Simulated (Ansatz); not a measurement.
`Br[Si]1(I)C=N1` + H₂ → `Br[SiH]1C=N1` + HI at 600 K and 1 bar (hydrogenolysis of the Si–I bond).

Gas-phase electronic energies from Ansatz, PBE0-D4/def2-TZVP geometries. CCSD(T)/CBS is the MP2 limit (def2-TZVPP, def2-QZVPP) plus CCSD(T) − MP2 in def2-TZVPP, frozen cores. This one scheme is used for every species. Elements past krypton have def2 core potentials. For Br, I outer-core shells are correlated without core-valence functions, which leaves a few kJ/mol of doubt a bond. Scalar relativity is left out up to krypton.

| species | CCSD(T)/CBS energy (Eh) | H − E (kJ/mol) | S (J/(mol·K)) |
| --- | --- | --- | --- |
| `Br[Si]1(I)C=N1` | -3253.22074 | 106.7 | 427.0 |
| H₂ | -1.17544 | 43.9 | 150.8 |
| `Br[SiH]1C=N1` | -2956.33657 | 117.4 | 365.7 |
| HI | -298.03592 | 31.6 | 227.0 |

H − E and S are ideal-gas, rigid-rotor, harmonic terms from PBE0-D4/def2-TZVP, for one conformer and one mirror image of each species. The MP2-based limit puts H₂ 0.8 mEh under its directly extrapolated value; such offsets cancel only in part. 1 Eh = 2625.50 kJ/mol, R = 8.31446 J/(mol·K).

By hand: ΔE, ΔH, ΔS and ΔG.

ΔE = (-2956.33657) + (-298.03592) − (-3253.22074) − (-1.17544) = 0.02369 Eh = 62.2 kJ/mol. Δ(H − E) = 117.4 + 31.6 − 106.7 − 43.9 = -1.6, so ΔH = 60.6 kJ/mol. ΔS = 365.7 + 227.0 − 427.0 − 150.8 = 14.9 J/(mol·K). ΔG = 60.6 − 600 × (14.9)/1000 = 51.7 kJ/mol.

By hand: the equilibrium constant, and the temperature at which ΔG would vanish if ΔH and ΔS stayed fixed.

log₁₀ K = −ΔG/(RT ln 10) = -4.5. ΔG = 0 at ΔH/ΔS = 4067 K, far beyond where these terms or the molecules hold.

The number of gas molecules stays the same, so ΔS is small and ΔH decides. A doubt of 5 kJ/mol in ΔE shifts log₁₀ K by 0.4 here. Other conformers and mirror images would add mixing entropy, several J/(mol·K) or more a flexible species. These are equilibria of isolated gas molecules and say nothing of rates. Largest T1 diagnostic: 0.012 (customary marks: 0.02 for closed shells, 0.045 for open ones).
